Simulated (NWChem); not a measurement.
All runs are NWChem calculations. System: CH5AlO2, charge 0, spin multiplicity 1, at a geometry optimised with B3LYP/def2-SVP. The structure started from a generated list of species. Level: B3LYP/def2-TZVP, VWN1-RPA local correlation.

Input file:

```
start mol
memory heap 200 mb stack 900 mb global 1100 mb
geometry units angstroms nocenter noautoz noautosym
  Al     0.036578     0.035637     0.002833
  C     -1.433576    -1.223350    -0.134740
  H     -1.106712    -2.149283    -0.637933
  H     -2.280262    -0.808213    -0.703306
  H     -1.798439    -1.515858     0.864086
  O     -0.076257     1.529940    -0.815255
  H      0.560827     2.247516    -0.846880
  O      1.394960    -0.403400     0.938894
  H      2.200906     0.090342     1.106537
end
basis spherical
  * library def2-tzvp
end
dft
  xc b3lyp
  semidirect memsize 60000000 filesize 0
  iterations 100
end
task dft energy
```

Output (cleaned and shortened):

```
             Northwest Computational Chemistry Package (NWChem) 7.3.0
             --------------------------------------------------------

                                NWChem Input Module
                                -------------------

 Scaling coordinates for geometry "geometry" by  1.889725989
 (inverse scale =  0.529177249)

                             Geometry "geometry" -> ""
                             -------------------------

 Output coordinates in angstroms (scale by  1.889725989 to convert to a.u.)

  No.       Tag          Charge          X              Y              Z
 ---- ---------------- ---------- -------------- -------------- --------------
    1 Al                  13.0000     0.03657800     0.03563700     0.00283300
    2 C                    6.0000    -1.43357600    -1.22335000    -0.13474000
    3 H                    1.0000    -1.10671200    -2.14928300    -0.63793300
    4 H                    1.0000    -2.28026200    -0.80821300    -0.70330600
    5 H                    1.0000    -1.79843900    -1.51585800     0.86408600
    6 O                    8.0000    -0.07625700     1.52994000    -0.81525500
    7 H                    1.0000     0.56082700     2.24751600    -0.84688000
    8 O                    8.0000     1.39496000    -0.40340000     0.93889400
    9 H                    1.0000     2.20090600     0.09034200     1.10653700

 Effective nuclear repulsion energy (a.u.)     157.3518601907

            Nuclear Dipole moment (a.u.)
            ----------------------------
        X                 Y               Z
 ---------------- ---------------- ----------------
     0.0000037795     0.0000094486     0.0000094486


 Summary of "ao basis" -> "" (spherical)
 ------------------------------------------------------------------------------
       Tag                 Description            Shells   Functions and Types
 ---------------- ------------------------------  ------  ---------------------
 *                         def2-tzvp                  on all atoms

                                 NWChem DFT Module
                                 -----------------

 Summary of "ao basis" -> "ao basis" (spherical)
 ------------------------------------------------------------------------------
       Tag                 Description            Shells   Functions and Types
 ---------------- ------------------------------  ------  ---------------------
 Al                        def2-tzvp                13       37   5s5p2d1f
 C                         def2-tzvp                11       31   5s3p2d1f
 H                         def2-tzvp                 4        6   3s1p
 O                         def2-tzvp                11       31   5s3p2d1f

 Summary of "ao basis" -> "ao basis" (spherical)
 ------------------------------------------------------------------------------
       Tag                 Description            Shells   Functions and Types
 ---------------- ------------------------------  ------  ---------------------
 Al                        def2-tzvp                13       37   5s5p2d1f
 C                         def2-tzvp                11       31   5s3p2d1f
 H                         def2-tzvp                 4        6   3s1p
 O                         def2-tzvp                11       31   5s3p2d1f

            General Information
            -------------------
          SCF calculation type: DFT
          Wavefunction type:  closed shell.
          No. of atoms     :     9
          No. of electrons :    40
[...]
------------------------------------------------------------

   convergence    iter        energy       DeltaE   RMS-Dens  Diis-err    time
 ---------------- ----- ----------------- --------- --------- ---------  ------
 d= 0,ls=0.0,diis     1   -434.0899330828 -5.91D+02  3.65D-02  1.58D+00     8.8
 d= 0,ls=0.0,diis     2   -433.9677245844  1.22D-01  4.38D-03  2.99D+00    10.9
 d= 0,ls=0.0,diis     3   -434.2334633276 -2.66D-01  8.05D-04  9.69D-02    12.9
 d= 0,ls=0.0,diis     4   -434.2412625885 -7.80D-03  1.86D-04  1.73D-03    14.9
 d= 0,ls=0.0,diis     5   -434.2414210717 -1.58D-04  5.63D-05  2.42D-04    16.9
  Resetting Diis
 d= 0,ls=0.0,diis     6   -434.2414498694 -2.88D-05  1.48D-05  2.18D-05    19.2
 d= 0,ls=0.0,diis     7   -434.2414523235 -2.45D-06  6.11D-06  8.65D-07    21.1
 d= 0,ls=0.0,diis     8   -434.2414522149  1.09D-07  3.27D-06  2.17D-06    23.0

         Total DFT energy =     -434.241452214899
      One electron energy =     -913.147654154501
           Coulomb energy =      364.857396262074
    Exchange-Corr. energy =      -43.303054513132
 Nuclear repulsion energy =      157.351860190661

 Numeric. integr. density =       39.999997972637

     Total iterative time =     21.9s

                       DFT Final Molecular Orbital Analysis
                       ------------------------------------

 Vector   18  Occ=2.000000D+00  E=-3.164364D-01
              MO Center=  6.4D-01,  5.3D-01,  6.9D-02, r^2= 3.1D+00
   Bfn.  Coefficient  Atom+Function         Bfn.  Coefficient  Atom+Function
  ----- ------------  ---------------      ----- ------------  ---------------
   130      0.275863  8 O  py                92     -0.242241  6 O  px
   133      0.220168  8 O  py                95     -0.192237  6 O  px
    94     -0.185596  6 O  pz               131     -0.176900  8 O  pz
   136      0.157397  8 O  py                97     -0.149873  6 O  pz
   134     -0.143673  8 O  pz                98     -0.132448  6 O  px

 Vector   19  Occ=2.000000D+00  E=-3.135684D-01
              MO Center=  6.7D-01,  5.4D-01,  8.0D-02, r^2= 2.9D+00
   Bfn.  Coefficient  Atom+Function         Bfn.  Coefficient  Atom+Function
  ----- ------------  ---------------      ----- ------------  ---------------
   131     -0.264912  8 O  pz                94      0.263327  6 O  pz
   134     -0.216796  8 O  pz                97      0.215491  6 O  pz
   137     -0.180728  8 O  pz               100      0.179463  6 O  pz
   129      0.140590  8 O  px               130     -0.139898  8 O  py
    92     -0.134025  6 O  px                93      0.131804  6 O  py

 Vector   20  Occ=2.000000D+00  E=-3.075221D-01
              MO Center= -1.1D+00, -9.0D-01, -1.0D-01, r^2= 1.8D+00
   Bfn.  Coefficient  Atom+Function         Bfn.  Coefficient  Atom+Function
  ----- ------------  ---------------      ----- ------------  ---------------
     4      0.250211  1 Al s                 43      0.247096  2 C  px
    44      0.219677  2 C  py                46      0.194174  2 C  px
    15     -0.180335  1 Al px                47      0.171250  2 C  py
    16     -0.151615  1 Al py                 3     -0.139297  1 Al s
    49      0.130134  2 C  px                50      0.120871  2 C  py

 Vector   21  Occ=0.000000D+00  E=-1.633953D-02
              MO Center=  4.3D-01,  3.5D-01,  4.8D-02, r^2= 6.3D+00
   Bfn.  Coefficient  Atom+Function         Bfn.  Coefficient  Atom+Function
  ----- ------------  ---------------      ----- ------------  ---------------
    42     -1.264714  2 C  s                  5      1.210975  1 Al s
    91     -0.603198  6 O  s                128     -0.549893  8 O  s
    71      0.480540  3 H  s                 83      0.449449  5 H  s
   157      0.383644  9 H  s                120      0.375964  7 H  s
    77      0.281893  4 H  s                 49     -0.157643  2 C  px

 Vector   22  Occ=0.000000D+00  E= 1.213428D-02
              MO Center= -5.4D-02, -1.3D-03, -2.0D-02, r^2= 4.6D+00
   Bfn.  Coefficient  Atom+Function         Bfn.  Coefficient  Atom+Function
  ----- ------------  ---------------      ----- ------------  ---------------
    20      0.706264  1 Al pz                18     -0.379698  1 Al px
    19      0.351592  1 Al py                17      0.295782  1 Al pz
    83     -0.212475  5 H  s                 71      0.206355  3 H  s
   100     -0.157536  6 O  pz                15     -0.155988  1 Al px
   137     -0.152355  8 O  pz                16      0.149318  1 Al py

 Vector   23  Occ=0.000000D+00  E= 4.070844D-02
              MO Center=  9.9D-03, -1.4D-01,  4.4D-02, r^2= 1.0D+01
   Bfn.  Coefficient  Atom+Function         Bfn.  Coefficient  Atom+Function
  ----- ------------  ---------------      ----- ------------  ---------------
    42      3.528903  2 C  s                  5     -1.596313  1 Al s
    18      1.129683  1 Al px                19      0.962445  1 Al py
    71     -0.845554  3 H  s                 83     -0.795309  5 H  s
   157      0.496216  9 H  s                 77     -0.486667  4 H  s
    49      0.447037  2 C  px               128     -0.447260  8 O  s

 center of mass
 --------------
 x =   0.06051036 y =   0.05340327 z =   0.00541868

 moments of inertia (a.u.)
 ------------------
         354.499292452512         -66.484439623149         -96.398662359026
         -66.484439623149         354.738682322408          90.050499754439
         -96.398662359026          90.050499754439         505.214888417259

     Multipole analysis of the density
     ---------------------------------

     L   x y z        total         alpha         beta         nuclear
     -   - - -        -----         -----         ----         -------
     0   0 0 0      0.000000    -20.000000    -20.000000     40.000000

     1   1 0 0      0.523323      0.261660      0.261660      0.000004
     1   0 1 0      0.435774      0.217883      0.217883      0.000009
     1   0 0 1      0.049255      0.024623      0.024623      0.000009

     2   2 0 0    -20.833221    -86.800543    -86.800543    152.767866
     2   1 1 0      3.228416    -22.510881    -22.510881     48.250178
     2   1 0 1     -1.295308    -27.165610    -27.165610     53.035911
     2   0 2 0    -22.297064    -85.522278    -85.522278    148.747492
     2   0 1 1      2.081443     24.594984     24.594984    -47.108526
     2   0 0 2    -23.261823    -40.321212    -40.321212     57.380601

 Task  times  cpu:       23.1s     wall:       23.1s

 Total times  cpu:       23.1s     wall:       23.1s
```
